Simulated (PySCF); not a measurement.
# Orbital energies and ionisation energy

Compound: C₃H₈AsN.
Atom-mapped SMILES: `[CH3:1]/[N:2]=[CH:3]\[CH2:4][AsH2:5]` (hydrogens: H6, H7, H8 on C1; H9 on C3; H10, H11 on C4; H12, H13 on As5)

Cartesian coordinates in Å at the PBE0-D3(BJ)/def2-SVP level; atoms count from 1:
```xyz
13
C3H8AsN angstrom
C     -1.6459    0.6054   -0.7298
N     -0.9882    0.9863    0.4858
C     -0.0555    0.2892    0.9887
C      0.5500   -0.9877    0.4993
As     2.1757   -0.7064   -0.6182
H     -1.3971    1.3422   -1.5127
H     -1.4095   -0.3996   -1.1277
H     -2.7365    0.6709   -0.5872
H      0.4039    0.6886    1.9099
H      0.8803   -1.6043    1.3486
H     -0.1397   -1.5944   -0.1048
H      2.7915    0.3391    0.3086
H      1.5457    0.3703   -1.4973
```

Level: wB97X-D/def2-SVPD (PySCF). Frontier orbitals with their largest atomic shares (Löwdin; up to four atoms above 4 %):

| orbital | ε (eV) | main atoms |
| --- | --- | --- |
| HOMO−3 | -11.86 | As5 35 %, H12 22 %, H13 16 %, C4 14 % |
| HOMO−2 | -10.41 | As5 29 %, N2 18 %, C3 13 %, C4 11 % |
| HOMO−1 | -9.33 | N2 34 %, As5 28 %, C3 12 %, C1 7 % |
| HOMO | -8.72 | ? |
| LUMO | 1.31 | As5 27 %, N2 22 %, C3 22 %, C4 11 % |
| LUMO+1 | 1.74 | As5 40 %, C4 10 %, H12 9 %, H13 8 % |
| LUMO+2 | 2.29 | As5 61 %, H13 14 %, H12 13 %, C4 5 % |

Q: What vertical ionisation energy does ΔSCF give, and how far is −ε(HOMO) from it?

A: ΔSCF: 8.93 eV (861 kJ/mol; threshold wavelength 139 nm); ⟨S²⟩ of the doublet left behind is 0.764, against 0.75 for a pure doublet. −ε(HOMO) is 8.72 eV, 0.21 eV below it. In exact Kohn–Sham theory the two would be equal; wB97X-D (range-separated hybrid) comes within 0.21 eV of that here.

Q: On which atoms does the HOMO lie?

A: N2 (imine nitrogen) 41 %, As5 (arsenic bonded to C and 2 H) 19 %, C3 (imine carbon) 10 %, C4 (chain CH2 carbon) 8 %. The HOMO−1 lies 0.61 eV lower.

Q: With α = 78.7 au, estimate the like-pair dispersion coefficient by London's formula C6 = (3/4)α²I.

A: I = 0.3281 Eh, so C6 ≈ 1520 au, a rough estimate.

Q: What total energies stand behind the ΔSCF value?

A: E(N) = -2409.33546 Eh and E(N − 1) = -2409.00735 Eh at the same geometry, 0.32811 Eh apart.

Q: How many of the 10 lowest singlet excitations (vertical TDDFT, same level) lie below the ionisation energy?

A: All 10; they run from 4.89 to 7.92 eV.

Q: What kinetic energy would electrons from this vertical process carry with He II light (40.814 eV)?

A: 40.81 − 8.93 = 31.88 eV.

The structure is a single PBE0-D3(BJ)/def2-SVP conformer in the gas phase; no vibrational or solvent corrections. The calculation is non-relativistic, for arsenic too.

These values come from a run that also computed excited states and ΔSCF ions. Time: 73 s; peak memory 0.95 GiB. Hardware: an Arm Neoverse V2 with one thread, no GPU, on a shared host.

Note: wB97X-D ran without an empirical dispersion term, which enters the total energy and its gradient alone.
